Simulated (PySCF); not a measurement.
# Working out the ionisation energy of Os

Os [Xe] 4f14 5d6 6s2 (5D) → Os⁺ [Xe] 4f14 5d6 6s1 (6D). Computed with PySCF 2.14 in cc-pVTZ-PP with ECP60MDF (5s5p4d2f1g, 63 functions), with scalar relativity through the core potential. Frozen: 5s2 5p6. Energies in hartree (1 hartree = 27.21139 eV):

```tsv
part	Os (lower)	Os⁺ (upper)
UHF	-90.070738	-89.830904
MP2 opposite-spin	-0.104421	-0.052687
MP2 same-spin	-0.079921	-0.076738
```

What does Hartree-Fock give?

(-89.830904) − (-90.070738) = 0.239834 hartree = 6.526 eV.

What do MP2 and SCS-MP2 (6/5 opposite-spin, 1/3 same-spin) give?

The opposite-spin parts differ by 1.408 eV and the same-spin parts by 0.087 eV. MP2: 6.526 + (1.408) + (0.087) = 8.021 eV. SCS-MP2: 6.526 + 1.2 × (1.408) + (0.087)/3 = 8.245 eV.

Measured between the centres of the two terms (NIST): 8.473 eV, so MP2 (valence) is off by -0.452 eV.

What remains against the reference includes basis incompleteness, the frozen core and correlation beyond second order.
